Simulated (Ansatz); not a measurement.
FK, charge +1, doublet, at the geometry of the source list (a state made from the parent by changing its charge; the spin is typed, not shown lowest); PBE0/6-31G** in Ansatz (a program for electronic structure).

Input for Ansatz:
Ansatz 0.2 input:
```yaml
crystal:
  periodic: [false, false, false]
  atoms:
    - {symbol: K, position_ang: [-0.53980000, -0.44520000, -0.72920000]}
    - {symbol: F, position_ang: [0.53980000, 0.44520000, 0.72920000]}
basis:
  gaussian:
    orbitals: 6-31G__.json
hamiltonian:
  xc: pbe0
total_charge: 1
magnetization: {spin_polarized: true, initial_magnetization: 1}
```
The basis file holds 6-31G** in the JSON format of the Basis Set Exchange.

Output, abridged:

```
Functional definition: PBE0
469 factors; integrals over basis functions are off by at most 4.7e-4 eV
mean field evaluation 1: about -18994.4687 eV, gradient 8.1e1 eV
mean field evaluation 2: about -18687.8475 eV, gradient 1.6e2 eV
mean field evaluation 4: about -19024.4994 eV, gradient 7.0e0 eV
mean field evaluation 8: about -19024.8204 eV, gradient 9.5e-1 eV
mean field evaluation 16: about -19024.8241 eV, gradient 1.2e-5 eV
mean field -19024.82413998 eV, -699.1493916552 hartree, gradient 1.7e-6 eV, S^2 0.751515; 1 other end points of the search recorded, 0 dependent functions left out
reference -19024.82418861 eV, -699.1493934426 hartree; 14, 13 occupied and 36, 37 virtual orbitals, 469 factors
Total energy: -19024.82418861 eV, -699.1493934426 hartree
```
